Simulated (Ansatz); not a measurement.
Mulliken charges of CH5BrO2Si, SMILES `CO[SiH](O)Br` from ωB97M-V/def2-TZVPP in Ansatz (PBE0-D4/def2-TZVP geometry).

| atom | x (Å) | y (Å) | z (Å) | charge (e) |
| --- | --- | --- | --- | --- |
| C1 | -0.635 | -1.505 | 0.239 | -0.180 |
| O2 | -0.505 | -0.281 | -0.452 | -0.339 |
| Si3 | 0.655 | 0.834 | -0.242 | 0.587 |
| O4 | 0.299 | 2.153 | -1.113 | -0.365 |
| Br5 | 0.768 | 1.312 | 1.933 | -0.230 |
| H6 | 0.216 | -2.164 | 0.040 | 0.120 |
| H7 | -0.711 | -1.340 | 1.318 | 0.119 |
| H8 | -1.545 | -1.992 | -0.112 | 0.128 |
| H9 | 1.988 | 0.377 | -0.669 | -0.027 |
| H10 | -0.529 | 2.606 | -0.942 | 0.185 |

Task: By hand: the dipole of these point charges (1 e Å = 4.8032 D).

Result: Σ q r = (-0.024, -0.434, -0.079) e Å, of length 0.442 e Å = 2.12 D.

Task: How does the dipole of the full density compare? (Best estimate.)

Result: The calculation gave: (-0.240, -0.222, -0.030) e Å, 1.58 D; the point charges give 1.34 times that, at 44° from its direction.

Point charges leave out the atoms' own dipoles, such as those of lone pairs, and Mulliken's split depends on the basis, so the two needn't agree.
